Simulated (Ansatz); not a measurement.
CH7ClN2Sn, singlet, geometry from GFN2-xTB (such geometries of metal compounds can be far from the true shape) (all electrons, no relativity), with bond 8-1 at 2.4 times its length; CASSCF(4,5)/STO-3G (Ansatz, a first-principles code).

The Ansatz input:
Ansatz 0.2 input:
```yaml
crystal:
  periodic: [false, false, false]
  atoms:
    - {symbol: C, position_ang: [2.06585406, -0.12479331, 0.93068855]}
    - {symbol: Sn, position_ang: [0.03969523, 0.12393744, 0.19159306]}
    - {symbol: N, position_ang: [-1.30371768, -0.54472675, 1.57294177]}
    - {symbol: N, position_ang: [-0.39491806, 2.10067469, -0.16234650]}
    - {symbol: Cl, position_ang: [-0.28726875, -1.14583657, -1.75959223]}
    - {symbol: H, position_ang: [2.15728805, -1.11842438, 1.35167553]}
    - {symbol: H, position_ang: [2.24494923, 0.61924205, 1.69610405]}
    - {symbol: H, position_ang: [3.75564877, 0.17082395, -1.02370316]}
    - {symbol: H, position_ang: [-1.85959840, -1.32541518, 1.24475532]}
    - {symbol: H, position_ang: [-1.95616541, 0.17930680, 1.84956550]}
    - {symbol: H, position_ang: [0.31002010, 2.55747747, -0.72918163]}
    - {symbol: H, position_ang: [-1.27229542, 2.22890693, -0.65416090]}
basis:
  gaussian:
    orbitals: STO-3G
hamiltonian:
  xc: hf
magnetization: {spin_polarized: false}
correlation: {active_space: {window: {electrons: 4, orbitals: 5}}}
```

The log (banner, timings and long lists left out):

```
Functional definition: HF
759 factors; integrals over basis functions are off by at most 3.1e-5 eV
mean field evaluation 1: about -178681.6868 eV, gradient 2.8e1 eV
mean field evaluation 2: about -178681.7763 eV, gradient 2.8e1 eV
mean field evaluation 4: about -178686.2165 eV, gradient 4.0e0 eV
mean field evaluation 8: about -178686.3062 eV, gradient 1.0e-4 eV
mean field -178686.30203050 eV, -6566.6004816953 hartree, gradient 2.5e-6 eV, S^2 0.000000; 0 other end points of the search recorded, 0 dependent functions left out
reference -178686.30203050 eV, -6566.6004816953 hartree; 47, 47 occupied and 11, 11 virtual orbitals, 759 factors
state -178691.63477859 eV, -6566.7964565727 hartree
Total energy: -178691.63477859 eV, -6566.7964565727 hartree
```
